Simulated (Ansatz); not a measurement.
`[BH2][Zn][SiH2][ZnH]` + `[NH2][AlH2]` → `[BH2][Zn][NH2]` + `[AlH2][SiH2][ZnH]` at 600 K and 1 bar (redistribution).

Computed with Ansatz on PBE0-D4/def2-TZVP structures; ΔE is electronic, products minus reactants. CCSD(T)/CBS is the MP2 limit (def2-TZVPP, def2-QZVPP) plus CCSD(T) − MP2 in def2-TZVPP, frozen cores. This one scheme is used for every species. For Zn outer-core shells are correlated without core-valence functions, which leaves a few kJ/mol of doubt a bond. Scalar relativity is left out up to krypton. Each species was taken in one conformer, which may not be the lowest.

```csv
species,CCSD(T)/CBS energy (Eh),H − E (kJ/mol),S (J/(mol·K))
`[BH2][Zn][SiH2][ZnH]`,-3873.57563,178.6,502.5
`[NH2][AlH2]`,-299.14566,138.4,304.9
`[BH2][Zn][NH2]`,-1860.24610,162.5,381.5
`[AlH2][SiH2][ZnH]`,-2312.44185,153.2,439.1
```

H − E and S are ideal-gas, rigid-rotor, harmonic terms from PBE0-D4/def2-TZVP, for one conformer and one mirror image of each species. 1 Eh = 2625.50 kJ/mol, R = 8.31446 J/(mol·K).

Problem. By hand: ΔE, ΔH, ΔS and ΔG.

Solution. ΔE = (-1860.24610) + (-2312.44185) − (-3873.57563) − (-299.14566) = 0.03334 Eh = 87.5 kJ/mol. Δ(H − E) = 162.5 + 153.2 − 178.6 − 138.4 = -1.3, so ΔH = 86.2 kJ/mol. ΔS = 381.5 + 439.1 − 502.5 − 304.9 = 13.2 J/(mol·K). ΔG = 86.2 − 600 × (13.2)/1000 = 78.3 kJ/mol.

Problem. By hand: the equilibrium constant, and the temperature at which ΔG would vanish if ΔH and ΔS stayed fixed.

Solution. log₁₀ K = −ΔG/(RT ln 10) = -6.8. ΔG = 0 at ΔH/ΔS = 6530 K, far beyond where these terms or the molecules hold.

The number of gas molecules stays the same, so ΔS is small and ΔH decides. A doubt of 5 kJ/mol in ΔE shifts log₁₀ K by 0.4 here. Other conformers and mirror images would add mixing entropy, several J/(mol·K) or more a flexible species. Modes under 60 cm⁻¹, often nearly free rotors, make the harmonic entropy too high. These are equilibria of isolated gas molecules and say nothing of rates. Largest T1 diagnostic: 0.016 (customary marks: 0.02 for closed shells, 0.045 for open ones).
